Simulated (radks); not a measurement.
Results of a calculation; reference values are marked as such.
All-electron atom: Nd3+ in [Xe] 4f2.5 5f0.5 (fractional occupations, a model configuration).

Level of theory: scalar-relativistic Kohn-Sham, BP86, spin-polarised, spherical densities, finite nucleus; open shells are filled with parallel spins first (spin-orbit coupling, left out, can overturn this in heavy ions); Fermi nuclear charge, rms radius 4.9123 fm (a radial shooting solver on a logarithmic mesh with Libxc functionals).

Energy parts (Ry):
part                       energy
total                 -19246.1754
kinetic                20482.4622
electron-nucleus      -46587.3140
Hartree                 7303.3641
exchange-correlation    -444.6876

Orbitals (lengths in bohr, moments of r in powers of bohr):
orbital,occ.,eigenvalue (Ry),<r^2>,<r>
1s down,1,-3192.865,0.0007599,0.02363
1s up,1,-3192.865,0.0007599,0.02363
2s up,1,-518.7467,0.01203,0.1010
2s down,1,-518.7461,0.01203,0.1010
2p up,3,-464.0516,0.009623,0.08879
2p down,3,-464.0512,0.009623,0.08879
3s up,1,-114.8251,0.08107,0.2664
3s down,1,-114.7670,0.08101,0.2663
3p up,3,-97.57206,0.08111,0.2646
3p down,3,-97.51434,0.08104,0.2644
3d up,5,-73.61051,0.06886,0.2418
3d down,5,-73.56577,0.06877,0.2417
4s up,1,-25.11149,0.4138,0.6057
4s down,1,-24.95775,0.4136,0.6056
4p up,3,-19.44099,0.4663,0.6406
4p down,3,-19.28707,0.4662,0.6405
4d up,5,-11.37059,0.5685,0.7006
4d down,5,-11.21746,0.5693,0.7009
5s up,1,-5.32001,2.238,1.414
5s down,1,-5.23535,2.264,1.422
5p up,3,-3.84875,2.910,1.608
5p down,3,-3.78249,2.947,1.619
4f up,2.5,-2.75959,1.090,0.9293
4f down,0,-2.62162,1.127,0.9423
5d up,0,-1.99719,5.367,2.168
5d down,0,-1.95411,5.421,2.180
6s up,0,-1.71299,11.62,3.229
6s down,0,-1.67127,11.71,3.241
5f up,0.5,-0.81425,22.74,4.490

The highest occupied level is 5f up at -11.078 eV. The configuration is held as typed, so some empty levels lie below it. The spin density at the nucleus is 0.044 e/bohr^3 (1s 0.009, 2s -0.205, 3s -4.207, 4s -0.080, 5s 4.528). The density falls to 0.001 e/bohr^3 at r = 3.69 bohr. Summed over all electrons, <r^2> = 46.90 bohr^2, which gives a Langevin (diamagnetic) susceptibility term of -37.1 x 10^-6 cm^3/mol.
